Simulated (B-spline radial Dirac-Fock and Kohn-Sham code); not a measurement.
## Binding energies of Sb²⁹⁺ at several levels of theory

System: antimony as Sb²⁹⁺, 1s2 2s2 2p6 3s2 3p6 3d4.

The density-functional columns are spherical, spin-unpolarised Dirac-Kohn-Sham results without Breit or QED terms: −ε is minus the orbital energy of the initial state and ΔSCF the difference of two total energies. The reference in the last column comes from Dirac-Fock ΔSCF + Breit + QED. All numbers are from an atomic code on a B-spline grid, in eV; a selection of levels is shown. The Kohn-Sham columns are given as differences from the reference. For the 1s level of heavy atoms much of the gap between ΔSCF and the reference is the Breit and QED part, -103.2 eV here; for other levels the error of the functional can be larger.

```
level  LDA −ε − DF  LDA ΔSCF − DF  Dirac-Fock
    K       -279.1          +93.6     31823.4
   L1       -129.2          -43.5      6001.7
   L2       -100.2           +1.9      5687.5
   L3       -102.6           -5.6      5436.0
   M1        -58.2          -21.7      2061.1
   M2        -41.2           -3.2      1933.7
   M3        -41.5           -4.5      1878.6
 M4,5        -39.8           +1.7      1689.1
```

Values without a named source are computed, but for edge energies of neutral atoms, which are taken from tables.
